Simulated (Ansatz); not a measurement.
Compare A (`C[C](=N)[GeH2][OH]`) with its isomer B (`C=C(N)[O][GeH3]`).

Isolated molecules relaxed with PBE0-D4/def2-TZVP in Ansatz; ΔE leaves out vibrations. CBS: MP2 limit from def2 TZ/QZ plus the TZ coupled-cluster correction, frozen cores. Functionals use def2-TZVPP. B3LYP here is the variant with VWN-RPA as its local correlation; programs differ in this. For Ge outer-core shells are correlated without core-valence functions, which leaves a few kJ/mol of doubt a bond. Scalar relativity is left out up to krypton. Each species was taken in one conformer, which may not be the lowest.

Task: Which is lower in electronic energy at CCSD(T)/CBS, and by how much? (Best estimate.)

Result: The calculation gave: A, by 46.2 kJ/mol.

Task: Give E(B) − E(A) in kJ/mol with ωB97M-V, MP2/def2-TZVPP, PBE0-D4, HF/def2-TZVPP, r2SCAN-D4, B2PLYP, B3LYP-D4. (Estimate.)

Result: Computed: ωB97M-V 34.8, MP2/def2-TZVPP 46.2, PBE0-D4 32.4, HF/def2-TZVPP 27.0, r2SCAN-D4 32.5, B2PLYP 39.3, B3LYP-D4 33.7. None reverses the order clearly.

Largest T1 diagnostic: 0.012.

In def2-TZVPP, CCSD(T) changes the Hartree–Fock value by +17.8 kJ/mol (the triples alone add +1.7 kJ/mol) and MP2 by +19.2 kJ/mol. From PBE to PBE0 (25 % exact exchange), in def2-TZVPP and without D4, E(B) − E(A) moves by −3.9 kJ/mol.
